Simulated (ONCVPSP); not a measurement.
## An all-electron radial function and its pseudo partner (Hf (Z = 72))

Columns: radius, all-electron u(r) and pseudo u(r) of the 5d shell (level -9.48 eV) of hafnium in the configuration [Kr] 4d10 4f14 5s2 5p6 5d2 6s1; LDA (Perdew-Zunger), scalar-relativistic, ONCV scheme, ONCVPSP 4.0.1.

```json
{"r (bohr)": "0.148", "all-electron": "0.1672", "pseudo": "0.0020"}
{"r (bohr)": "0.295", "all-electron": "-0.1855", "pseudo": "0.0156"}
{"r (bohr)": "0.443", "all-electron": "-0.2800", "pseudo": "0.0500"}
{"r (bohr)": "0.590", "all-electron": "-0.1176", "pseudo": "0.1090"}
{"r (bohr)": "0.738", "all-electron": "0.1113", "pseudo": "0.1927"}
{"r (bohr)": "0.885", "all-electron": "0.3147", "pseudo": "0.2939"}
{"r (bohr)": "1.033", "all-electron": "0.4704", "pseudo": "0.4042"}
{"r (bohr)": "1.180", "all-electron": "0.5772", "pseudo": "0.5108"}
{"r (bohr)": "1.328", "all-electron": "0.6449", "pseudo": "0.6042"}
{"r (bohr)": "1.475", "all-electron": "0.6817", "pseudo": "0.6747"}
{"r (bohr)": "1.623", "all-electron": "0.6963", "pseudo": "0.7188"}
{"r (bohr)": "1.770", "all-electron": "0.6947", "pseudo": "0.7360"}
{"r (bohr)": "1.918", "all-electron": "0.6816", "pseudo": "0.7296"}
{"r (bohr)": "2.065", "all-electron": "0.6608", "pseudo": "0.7054"}
{"r (bohr)": "2.213", "all-electron": "0.6347", "pseudo": "0.6696"}
{"r (bohr)": "2.360", "all-electron": "0.6054", "pseudo": "0.6284"}
{"r (bohr)": "2.508", "all-electron": "0.5740", "pseudo": "0.5861"}
{"r (bohr)": "2.655", "all-electron": "0.5418", "pseudo": "0.5463"}
{"r (bohr)": "2.802", "all-electron": "0.5095", "pseudo": "0.5102"}
{"r (bohr)": "2.950", "all-electron": "0.4772", "pseudo": "0.4772"}
{"r (bohr)": "3.098", "all-electron": "0.4456", "pseudo": "0.4456"}
{"r (bohr)": "3.245", "all-electron": "0.4152", "pseudo": "0.4152"}
{"r (bohr)": "3.393", "all-electron": "0.3857", "pseudo": "0.3857"}
{"r (bohr)": "3.540", "all-electron": "0.3577", "pseudo": "0.3577"}
{"r (bohr)": "3.688", "all-electron": "0.3309", "pseudo": "0.3309"}
{"r (bohr)": "3.835", "all-electron": "0.3056", "pseudo": "0.3056"}
```

**Question.** How many radial nodes do the two functions have?

**Answer.** The all-electron 5d function has n − l − 1 = 2; the pseudo-wave has 0, since the states of the same l below it are removed with the core.

**Question.** At about which radius was the pseudo-wave matched?

**Answer.** 2.95 bohr, where the columns begin to agree (steps of 0.15 bohr).

**Question.** Where does each function peak?

**Answer.** Outermost all-electron maximum near 1.62 bohr, pseudo maximum near 1.77 bohr (to the table’s step).

**Question.** Is the pseudo-wave norm-conserving?

**Answer.** Yes: the ONCV scheme keeps the norm inside the radius equal to the all-electron one, which fixes the energy derivative of the logarithmic derivative at the level.
